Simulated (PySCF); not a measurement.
S4, SMILES S1SSS1. Atoms are numbered in the order given.

```xyz
4

S      1.0381    -1.0381    -0.3134
S      1.0381     1.0381     0.3134
S     -1.0381     1.0381    -0.3134
S     -1.0381    -1.0381     0.3134
```
Charge 0, spin multiplicity 1.

Coordinates come from a B3LYP-D3(BJ)/def2-SVP optimisation.

Calculation: PySCF with SMD-ωB97X/6-31G*.

Solvation free energies are E(SMD) − E(gas) at the gas-phase geometry, for 1 M in both phases. In vacuum the dipole moment is 0.00 D.

**Question.** Rank water, n-hexane, toluene by solvation free energy, most negative first.

**Answer.** toluene (-5.7 kcal/mol), n-hexane (-5.3 kcal/mol), water (-2.7 kcal/mol)
